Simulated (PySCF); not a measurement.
H2Sb, SMILES [SbH2-], charge -1. The structure is a stationary point at PBE-D3(BJ)/def2-TZVPD. The def2 effective core potentials stand for the cores of Sb; spin–orbit coupling is left out.

Give the equilibrium geometry at PBE-D3(BJ)/def2-TZVPD (PySCF confirms it by a frequency run) as a Z-matrix, and its point group. (An estimate is asked for; the answer gives what the named calculation found.)

point group C2v.
```
Sb
H 1 1.7460
H 1 1.7460 2 90.09
```
Charge -1, spin multiplicity 1.
